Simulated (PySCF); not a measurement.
From computed data to an observable: chemical shift, span and skew from a shielding tensor

C3H5ClOSi, SMILES Cl[Si@@H]1CC=CO1. Atoms are numbered in the order given.

```xyz
11

Cl     1.8799    -0.0296    -0.9420
Si     0.4759    -0.0793     0.5821
C     -0.8854    -1.3546     0.2864
C     -2.0428    -0.4320    -0.0478
C     -1.7893     0.8799     0.0812
O     -0.5373     1.2813     0.4881
H      1.2122    -0.0730     1.8633
H     -1.0845    -1.9669     1.1847
H     -0.6431    -2.0535    -0.5312
H     -3.0165    -0.8041    -0.3716
H     -2.4865     1.6997    -0.1050
```
Charge 0, spin multiplicity 1.

The structure is a stationary point at B3LYP-D3(BJ)/def2-SVP. The structure was generated by enumeration; whether it is a known compound was not checked. Other conformers were not sampled.

GIAO shieldings from PySCF with PBE/pcSseg-1, non-relativistic, no solvent. The symmetric part of the tensor of C4 has the principal values -23.8, 102.4, 141.7 ppm. The same nucleus in TMS has σ = 182.0 ppm at this level (PySCF, at its B3LYP-D3(BJ)/def2-TZVP geometry). Without spin–orbit terms, shifts of atoms bonded to Cl or Br come out too high.

Q: Work out the isotropic shielding, the ¹³C shift against TMS, the span and the skew.

A: 
σ(iso) = (σ11 + σ22 + σ33)/3 = 73.4 ppm. δ = σ(ref) − σ(iso) = 182.0 − (73.4) = 108.6 ppm.
Span Ω = σ33 − σ11 = 165.5 ppm. Skew κ = 3(σ(iso) − σ22)/Ω = -0.53. Tumbling in solution averages the tensor to δ; in a static solid the shielding alone would spread this spin-1/2 line over Ω.
